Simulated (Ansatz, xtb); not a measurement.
**Relative energy of two isomers of C4H2BrF2N**

Structure I: `N#C/C(=C/Br)C(F)F`, a singlet. Structure II: `N#C/C(=C\Br)C(F)F`, a singlet. Both are isolated molecules in the gas phase, relaxed with B3LYP/def2-SVP; the shapes shown needn't be the lowest conformers.

I (Å):

```
atom    x (Å)    y (Å)    z (Å)
   C  -1.6044  -0.2907   1.2633
   C  -0.8655  -0.2917   0.0336
   C   0.4794  -0.3523   0.0871
   C  -1.6855  -0.2222  -1.2382
  Br   1.6349  -0.3647  -1.3952
   F  -2.5355  -1.2766  -1.2861
   F  -2.4299   0.9104  -1.2347
   N  -2.2079  -0.2897   2.2548
   H   1.0065  -0.4003   1.0417
   H  -1.0516  -0.2316  -2.1383
```

II (Å):

```xyz
10

C    -0.7628   -1.0923    1.0247
C    -0.8063   -0.5211   -0.2860
C    -0.2976    0.6860   -0.5973
C    -1.4721   -1.3744   -1.3562
Br    0.5563    1.8315    0.6092
F    -1.4591   -0.7346   -2.5502
F    -0.7956   -2.5409   -1.4922
N    -0.7607   -1.5899    2.0736
H    -0.3678    1.0706   -1.6153
H    -2.5190   -1.6147   -1.0980
```

Problem. Estimate which is lower in electronic energy at CCSD(T)/def2-SVP + ΔMP2/def2-TZVPP, and by roughly how much.

Solution. Too close to call at this level: CCSD(T)/def2-SVP + ΔMP2/def2-TZVPP gives E(II) − E(I) = −3.72 kJ/mol.

Level by level:

```
                             level        geometry  E(II) − E(I) (kJ/mol)  departure from the last row (kJ/mol)  job, with rough time for the two
                          GFN2-xTB        GFN2-xTB                   −3.24                                 +0.48              optimisation, 0.28 s
                         HF/STO-3G        GFN2-xTB                   −1.07                                 +2.65              single point, 0.76 s
                r2SCAN-D4/def2-SVP        GFN2-xTB                   −1.15                                 +2.57               single point, 6.6 s
                    B3LYP/def2-SVP  B3LYP/def2-SVP                   −4.64                                 −0.93                optimisation, 85 s
                       HF/def2-SVP  B3LYP/def2-SVP                   −4.65                                 −0.93           part of the CCSD(T) run
                      MP2/def2-SVP  B3LYP/def2-SVP                   −4.39                                 −0.67           part of the CCSD(T) run
                  CCSD(T)/def2-SVP  B3LYP/def2-SVP                   −3.64                                 +0.08                      single point
CCSD(T)/def2-SVP + ΔMP2/def2-TZVPP  B3LYP/def2-SVP                   −3.72                                                   single point, 2.6 min
```

As drawn, both hold the same kinds of bond in the same numbers.

The largest departure from CCSD(T)/def2-SVP + ΔMP2/def2-TZVPP is that of HF/STO-3G, 2.65 kJ/mol. The last row adds to CCSD(T) the change of the MP2 difference between the two basis sets, here −0.08 kJ/mol.

With thermal terms from frequencies at re-optimised GFN2-xTB minima (ideal gas, soft modes damped towards free rotors, one conformer each, 298.15 K, 1 atm): on the last row, ΔE + ΔZPE = −3.85, ΔH = −3.75, ΔG = −4.25 kJ/mol.

The correlated steps freeze 16 core orbitals; the filled d shell of Br is correlated, in a basis made for valence electrons. Codes used: Ansatz 0.2.0, xtb 6.7.1; the last row on 4 threads of Arm Neoverse N1 on a shared host.
